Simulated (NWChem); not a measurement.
Total energies of Ge$_{2}$

```xyz
2

Ge     0.0000     0.0000     1.1338
Ge     0.0000     0.0000    -1.1338
```
Charge 0, spin multiplicity 3.

Program: NWChem. Structure: optimised with UPBE0/def2-SVP, a minimum by its harmonic frequencies.

Basis set: def2-SVP (64 functions).

```tsv
method	total energy (Ha)	relative cost
UHF	-4150.14485	1
UMP2	-4150.54773	under 3
UB2PLYP	-4152.66765	under 3
UPBE	-4152.79431	under 3
UB3LYP	-4153.50707	under 3
UBP86	-4153.95351	under 3
```

Total energies of different functionals aren't comparable as a measure of quality: only differences taken within one method are. Costs are rough ratios of processor time within this set of runs, SCF included, with UHF as 1.

The Hamiltonian is non-relativistic. The correlated methods keep 18 core orbitals frozen. B3LYP has NWChem's definition, with VWN1-RPA local correlation. This spin state was chosen for the runs; another may lie lower. The structure started from a generated list of species. The unpaired electrons of the parent sit in orbitals of symmetry ag and b2u (D2h labels of the run); other states weren't searched. No SCF solution was tested for a lower state. Open-shell Hartree-Fock references start from PBE0 orbitals; any time given for them includes that run.
